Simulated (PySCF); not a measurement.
Job for PySCF: R-BP86/LANL2DZ on BrHSn (SMILES [Br][SnH]), a point of a bond scan (R = 2.677 Å).

```python
from pyscf import gto, scf, dft, mp
from pyscf.data.elements import chemcore

mol = gto.M(
    atom='''
    Sn   -0.57960730   -0.48360224    0.71178077
    H    -2.31208625   -1.34218439   -1.14001423
    Br    0.87757024    0.72103150   -1.00189399
    ''',
    basis='lanl2dz',
    ecp={'Br': 'lanl2dz', 'Sn': 'lanl2dz'},
    charge=0, spin=0, verbose=3, max_memory=1800)
mf = dft.RKS(mol, xc='b88,p86')
mf.conv_tol = 1e-8
mf.max_cycle = 100
mf.kernel()
if not mf.converged:
    mf = mf.newton().run(mf.mo_coeff, mf.mo_occ)
```

It printed:

```
converged SCF energy = -17.1592402060842
```

The calculation finished and met its thresholds.

Cost: around 0.9 core-seconds (rough).
